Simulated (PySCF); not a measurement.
# Tc²⁺: excitation energy

Tc²⁺ [Kr] 4d5 (6S) → Tc²⁺ [Kr] 4d4 5s1 (6D), as a difference of total energies. Calculation: PySCF 2.14, in aug-cc-pVDZ-PP with ECP28MDF; a scalar-relativistic core potential. Correlated levels: valence: 4s2 4p6 frozen. The calculations carry no spin-orbit coupling.

```
           method  excitation energy (eV)
              UHF                   5.878
              LDA                   5.287
              PBE                   5.390
             PBE0                   5.664
           r2SCAN                   5.549
            HSE06                   5.624
           B2PLYP                   5.707
             BLYP                   5.222
           M06-2X                   5.818
    MP2 (valence)                   5.988
SCS-MP2 (valence)                   5.915
```

How much does correlation contribute at MP2 (valence)?

5.988 − (5.878) = 0.110 eV, measured against UHF.
